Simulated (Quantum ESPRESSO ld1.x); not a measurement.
All-electron atom: Fe V in [Ar] 3d3 4f1 (not the ground configuration). Calculated with ld1.x of Quantum ESPRESSO 7.5: scalar-relativistic Kohn-Sham, PBE, spin-unpolarised, spherical densities, point nucleus. Some entries of the table are withheld. Estimate them.

orbital  occ.  eigenvalue (eV)  <r> (bohr)
1s          2         -7076.60     0.05846
2s          2         -899.306      0.2668
2p          6         -777.905      0.2355
3s          2              (1)      0.7843
3p          6         -132.015         (2)
3d          3         -76.8815      0.8693
4s          0         -49.6853       1.992
4p          0              (3)       2.209
4d          0         -28.2048       2.737
4f          1         -19.0096       3.392
5f          0         -11.2554       6.087

Answer. 
(1) 3s eigenvalue (eV): -166.848
(2) 3p <r> (bohr): 0.8126
(3) 4p eigenvalue (eV): -40.8287
